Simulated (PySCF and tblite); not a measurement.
The numbers below are computed, except where a source is named.
System: C2H6BFS2, numbered as in [CH3:1][S:2][S:3][CH2:4][BH:5][F:6].

Geometries: B3LYP-D3(BJ)/def2-SVP; energies: BP86/pcSseg-1 + D3(BJ); zero-point and thermal terms from GFN2-xTB harmonic modes (soft modes blended into free rotors). Rate constants are transition-state-theory values, counting equivalent paths, without tunnelling. (PySCF 2.14 with density fitting, tblite 0.8.)

Q: What barrier does the rotation about the S2–S3 bond (torsion C1–S2–S3–C4 from -86° to 86°, rising) meet, and how fast is it at 298 K?

A: The electronic barrier is 10.4 kcal/mol and ΔG‡(298 K) 10.9 kcal/mol, over a C1 saddle with an imaginary mode of 143i cm⁻¹ (GFN2-xTB). With 2 equivalent paths, k is 1.2×10⁵ s⁻¹, a mean lifetime of the start of 8.6 µs against this motion.
